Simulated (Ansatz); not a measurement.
Consider the formal exchange of groups at a Ge–O bond: `[OH][GeH3]` + `CO[Si](C)(O)F` → `CO[Si](C)(F)[GeH3]` + `OO`.

Calculated with Ansatz (gas phase, PBE0-D4/def2-TZVP geometries, no zero-point term in ΔE). CBS: MP2 limit from def2 TZ/QZ plus the TZ coupled-cluster correction, frozen cores. This one scheme is used for every species. DFT in def2-TZVPP. For Ge outer-core shells are correlated without core-valence functions, which leaves a few kJ/mol of doubt a bond. Scalar relativity is left out up to krypton. One conformer a species, not always the lowest.

`[OH][GeH3]`:

Z-matrix (Å, degrees):
```
Ge
O 1 1.783
H 1 1.531 2 104.3
H 1 1.541 2 109.9 3 119.6
H 1 1.541 2 109.9 3 -119.6
H 2 0.959 1 112.7 3 180.0
```

`CO[Si](C)(O)F`:

```xyz
13

C     0.031   -2.033   -0.018
O    -0.022   -0.884    0.798
Si   -0.445    0.607    0.297
C     0.786    1.435   -0.792
O    -0.684    1.524    1.618
F    -1.809    0.449   -0.526
H     0.846   -1.967   -0.746
H     0.212   -2.898    0.623
H    -0.910   -2.186   -0.556
H     0.435    2.428   -1.080
H     1.742    1.544   -0.278
H     0.948    0.858   -1.706
H    -1.130    1.123    2.365
```

`CO[Si](C)(F)[GeH3]`:

```xyz
15

C    -2.120   -0.195   -0.983
O    -0.738   -0.011   -1.201
Si    0.455   -0.419   -0.165
C     2.053    0.044   -0.968
F     0.431   -2.011    0.061
Ge    0.116    0.550    1.992
H    -2.387   -1.254   -1.033
H    -2.431    0.199   -0.009
H    -2.661    0.342   -1.762
H     2.106    1.124   -1.125
H     2.900   -0.256   -0.348
H     2.141   -0.449   -1.939
H    -1.221    0.115    2.619
H     0.114    2.087    1.905
H     1.242    0.135    2.954
```

`OO`:

```xyz
4

O     0.506    0.366    0.431
O    -0.453   -0.608    0.027
H    -0.002    1.181    0.327
H    -0.050   -0.939   -0.785
```

CCSD(T)/CBS gives +475.0 kJ/mol.

(1) Another level gave +472.2 kJ/mol. Which?
A. PBE0/def2-TZVPP
B. CCSD(T)/def2-TZVPP
C. PBE-D4/def2-TZVPP
D. MP2/def2-TZVPP

Largest T1 diagnostic among the species: 0.012.

Results:

(1) B. CCSD(T)/def2-TZVPP 472.2, PBE-D4 423.6, PBE0 451.6, MP2/def2-TZVPP 497.4 kJ/mol.

In def2-TZVPP, CCSD(T) changes the Hartree–Fock value by −49.2 kJ/mol (the triples alone add −7.9 kJ/mol) and MP2 by −24.1 kJ/mol. The D4 term adds −4.9 kJ/mol with B3LYP and −3.1 kJ/mol with PBE0; it sums over pairs of atoms, weighted by their polarisabilities, and B3LYP, whose exchange is more repulsive, gets the larger term. From PBE to PBE0 (25 % exact exchange), in def2-TZVPP and without D4, ΔE moves by +25.0 kJ/mol.

B3LYP here is the variant with VWN-RPA as its local correlation; programs differ in this.
